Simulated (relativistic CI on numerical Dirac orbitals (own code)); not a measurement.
## Cr2+ in a cubic cluster: 3p photoemission with charge transfer

Computed with a charge-transfer multiplet model of a cubic metal-ligand cluster with up to one ligand hole, Slater and spin-orbit integrals from Dirac-Coulomb-Breit ions, Slater integrals scaled by 0.9. The ground state mixes d4 with configurations of k ligand holes L, whose averages lie at kΔ + k(k − 1)U_dd/2; a core hole lowers each added d electron by U_cd. 300 K, Lorentzian 0.9 eV and Gaussian 0.8 eV FWHM.

Atomic integrals in eV (Slater integrals scaled, ζ unscaled), ground: F2dd 8.634, F4dd 5.365, zeta_d 0.027; with the core hole: F2dd 9.721, F4dd 6.088, zeta_d 0.032, zeta_core 0.680, F2cd 10.522, G1cd 13.070, G3cd 7.955.

Cluster parameters (eV): Δ = 6, U_dd = 5.2, U_cd = 6.5, 10Dq(ligand) = 1.6, V(eg) = 2.55, V(t2g) = -1.4, final-state hopping factor = 0.9.

```csv
Case,n_d,d4,d5L,S
10Dq = -0.3 eV,4.29,0.71,0.29,2.00
10Dq = 0 eV,4.28,0.72,0.28,2.00
10Dq = 0.3 eV,4.28,0.72,0.28,2.00
```

Weights, n_d and S are thermal averages at 300 K. Binding energies count from the first peak over 30 % of the highest in each spectrum, which can be another peak from case to case. The parameters are a model scan and need not match a compound or its usual spin state. A negative ionic 10Dq is a model choice; hopping adds the covalent part of the field. Peaks in eV (height, largest 100):
- 10Dq = -0.3 eV: 0.0 (100), 3.7 (41), 15.4 (14), 17.9 (16), 20.7 (28), 25.3 (7)
- 10Dq = 0 eV: 0.0 (100), 3.7 (41), 6.9 (27), 15.2 (14), 17.9 (17), 20.7 (27), 25.2 (7)
- 10Dq = 0.3 eV: 0.0 (100), 3.8 (40), 7.0 (27), 15.1 (14), 18.1 (19), 20.8 (26), 24.6 (7), 25.2 (7)

Curve for 10Dq = -0.3 eV (points under 2 left out, the grid thinned):

```json
{"E (eV)": "-3.5", "Intensity": "3.3"}
{"E (eV)": "-2.7", "Intensity": "5.4"}
{"E (eV)": "-2.0", "Intensity": "9.7"}
{"E (eV)": "-1.2", "Intensity": "27.6"}
{"E (eV)": "-0.5", "Intensity": "77.7"}
{"E (eV)": "0.3", "Intensity": "97.1"}
{"E (eV)": "1.0", "Intensity": "67.8"}
{"E (eV)": "1.8", "Intensity": "27.4"}
{"E (eV)": "2.5", "Intensity": "24.4"}
{"E (eV)": "3.3", "Intensity": "38.1"}
{"E (eV)": "4.0", "Intensity": "40.1"}
{"E (eV)": "4.8", "Intensity": "36.0"}
{"E (eV)": "5.5", "Intensity": "30.8"}
{"E (eV)": "6.3", "Intensity": "28.3"}
{"E (eV)": "7.0", "Intensity": "27.7"}
{"E (eV)": "7.8", "Intensity": "22.9"}
{"E (eV)": "8.5", "Intensity": "16.8"}
{"E (eV)": "9.3", "Intensity": "12.0"}
{"E (eV)": "10.0", "Intensity": "8.9"}
{"E (eV)": "10.8", "Intensity": "7.4"}
{"E (eV)": "11.5", "Intensity": "7.5"}
{"E (eV)": "12.3", "Intensity": "7.7"}
{"E (eV)": "13.1", "Intensity": "8.6"}
{"E (eV)": "13.8", "Intensity": "9.8"}
{"E (eV)": "14.6", "Intensity": "12.0"}
{"E (eV)": "15.3", "Intensity": "13.6"}
{"E (eV)": "16.1", "Intensity": "11.2"}
{"E (eV)": "16.8", "Intensity": "9.8"}
{"E (eV)": "17.6", "Intensity": "15.0"}
{"E (eV)": "18.3", "Intensity": "14.2"}
{"E (eV)": "19.1", "Intensity": "11.3"}
{"E (eV)": "19.8", "Intensity": "17.3"}
{"E (eV)": "20.6", "Intensity": "27.9"}
{"E (eV)": "21.3", "Intensity": "20.7"}
{"E (eV)": "22.1", "Intensity": "8.1"}
{"E (eV)": "22.8", "Intensity": "5.0"}
{"E (eV)": "23.6", "Intensity": "5.4"}
{"E (eV)": "24.3", "Intensity": "6.4"}
{"E (eV)": "25.1", "Intensity": "7.2"}
{"E (eV)": "25.8", "Intensity": "6.0"}
{"E (eV)": "26.6", "Intensity": "3.5"}
{"E (eV)": "27.3", "Intensity": "2.6"}
{"E (eV)": "30.6", "Intensity": "2.6"}
{"E (eV)": "31.3", "Intensity": "4.0"}
{"E (eV)": "32.1", "Intensity": "2.2"}
```

For the case 10Dq = 0.3 eV, Δ = 6 eV is larger than U_dd = 5.2 eV, the Mott-Hubbard side of the Zaanen-Sawatzky-Allen scheme. With the core hole the average of the configuration with one ligand hole lies at Δ − U_cd = -0.5 eV before mixing: the effective hopping of about 4.4 eV (from the holes of the mixed ground state) is comparable with this gap or larger, so the configurations mix strongly.

With at most 1 ligand hole the space is cut while the next configuration still counts, so covalency is underestimated, and a final configuration with one more ligand hole, which can lie low, is missing from the spectra.
